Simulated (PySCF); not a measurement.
## Radial density of Zr²⁺ (zirconium, charge +2)

TPSS, [Kr] 4d2, high-spin 3F determinant. Computed with PySCF 2.14 in x2c-TZVPall, with the spin-free X2C one-electron Hamiltonian (Gaussian nucleus).

```tsv
r (bohr)	4πr²ρ (e/bohr)	4πr²(ρα − ρβ)
0.0393	45.24	-0.0016
0.0661	45.04	-0.0008
0.111	61.53	0.0266
0.187	42.61	0.1364
0.315	43.33	0.1975
0.529	30.53	0.0125
0.891	9.564	0.3346
1.50	6.768	1.1184
2.52	1.112	0.6107
4.24	0.05717	0.0553
7.13	0.0002605	0.0003
```

Densities and radii are taken from the X2C orbitals without a picture-change correction, which distorts them close to the nucleus.
